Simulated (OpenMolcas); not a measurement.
Xe3+: effect of the level shift or regulariser

```
Program             : OpenMolcas
Basis               : ANO-RCC-VQZP [8s7p5d3f2g]
Scalar Hamiltonian  : DKH2, point nucleus
Active space        : 3 electrons in 3 orbitals (5p)
State averaging     : 2S+1 = 4 odd, 1 root; 2S+1 = 2 odd, 8 roots
Spin-orbit coupling : state interaction with AMFI integrals over the reference wave functions, term energies averaged over their components
```

Methods on the same reference wave functions:
A. CASSCF
B. SS-CASPT2, IPEA 0.25 Eh, imaginary shift 0.1 Eh (closed shells correlated: 4d 5s)
C. SS-CASPT2, IPEA 0.25 Eh, imaginary shift 0.3 Eh (closed shells correlated: 4d 5s)

Energies in cm-1 above 5s2 5p3 4S* 3/2, the measured ground level; measured values from Saloman, J. Phys. Chem. Ref. Data 33, 765 (2004).

```
          Level      A      B      C  Measured
5s2 5p3 4S* 3/2    0.0    0.0    0.0       0.0
5s2 5p3 2D* 3/2  17469  13770  13780     13267
5s2 5p3 2D* 5/2  21262  17580  17580     17511
5s2 5p3 2P* 1/2  33988  28720  28720     28036
5s2 5p3 2P* 3/2  39826  35080  35080     35650
```

Deviations, from unrounded energies. A percentage is the sum of absolute deviations over the sum of measured energies, with the sign that they share, or ± where signs differ.

```
                        Against measurement  Levels      A     B     C
             mean absolute deviation (cm-1)       4   4500   460   460
other terms of the ground configuration (%)       4  +19.1  ±1.9  ±1.9
```

B, C lie about equally close to measurement and A furthest from it. The largest miss of B in the table is 5s2 5p3 2P* 1/2, by +680 cm-1. The ranking rests on the paired levels alone, and a cruder setting can come out closer through cancelling errors.

Between B and C the level of the table that moves most is 5s2 5p3 2D* 5/2, by 5.5 cm-1 (lowest in B, highest in C). Moves below CASPT2's spread within the term are not significant.

The two smallest mean deviations differ by little beside CASPT2's spread within terms, so their order carries little weight.

From A to B the spin-free energies of the other terms of 5s2 5p3 shown, above 4S*, scale by factors of 0.78 to 0.82.

The lowest spin-free term lies below A's lowest term by 0.589 hartree in B, 0.589 hartree in C.

Term energies are means over components that CASPT2 splits; among the terms shown or strongly mixed into the levels shown the widest spread is 150 cm-1 (5s2 5p3 2D*, B). With the s shell closed, the reference lacks s² → p² mixing. Computed and measured levels are paired by configuration, term and J; levels that our copy of the source lacks, or whose pairing is in doubt (as where it misses far off the trend of its configuration), stay unpaired and out of the deviations. Only configurations of the active space appear.

* marks odd parity.
